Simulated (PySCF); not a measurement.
Isomers C$_{8}$H$_{16}$N$_{2}$:

A. `InChI=1S/C8H16N2/c1-6(2)8(10-9-3)7-4-5-7/h6-7,9H,4-5H2,1-3H3/b10-8+`
B. SMILES C=C[C@H]1CCCN(C)N1C
C. SMILES C1=NN(C)C[C@H]1C(C)(C)C

Spectrum 1. $^{13}$C{$^{1}$H} NMR (computed): δ 149.4 (CH), 124.2 (CH2), 56.9 (CH), 52.8 (CH2), 47.6 (CH3), 44.9 (CH3), 25.8 (CH2), 23.2 (CH2).

Spectrum 2. $^{13}$C{$^{1}$H} NMR (computed): δ 148.8 (C), 41.5 (CH3), 28.0 (CH), 21.7 (CH3), 12.1 (CH), 11.3 (CH2).

Spectrum 3. $^{13}$C{$^{1}$H} NMR (computed): δ 137.3 (CH), 62.2 (CH), 56.5 (CH2), 42.2 (CH3), 35.8 (C), 28.4 (CH3).

PySCF 2.14 calculation with PBE0/pcSseg-1 with gauge-including orbitals and geometry: GFN2-xTB; single conformer, in vacuum, relativity neglected, fast rotation and ring inversion assumed for equivalent nuclei.

References, each an isolated molecule treated in the same way: $^{13}$C vs TMS. Shifts are as computed. Against solution values, carbons near 30 ppm lie about +3 ppm off and those near 130 ppm about +5 ppm. Of 1211 compounds with measured shifts, 218 miss one by over three times the rms of a fit or turn the order of signals round; such compounds aren't used in these exercises.

Which spectrum belongs to which compound?

## Answers

1–B, 2–A, 3–C.

- Spectrum 1 (B): 8 $^{13}$C signals; δC 149.4 is an alkene CH; δC 124.2 is a terminal =CH2 carbon.
- Spectrum 2 (A): 6 $^{13}$C signals; δC 41.5 is a methyl carbon bonded to N; δC 28.0 is an sp3 CH.
- Spectrum 3 (C): 6 $^{13}$C signals; δC 56.5 is an sp3 CH2 bonded to N; δC 42.2 is a methyl carbon bonded to N.
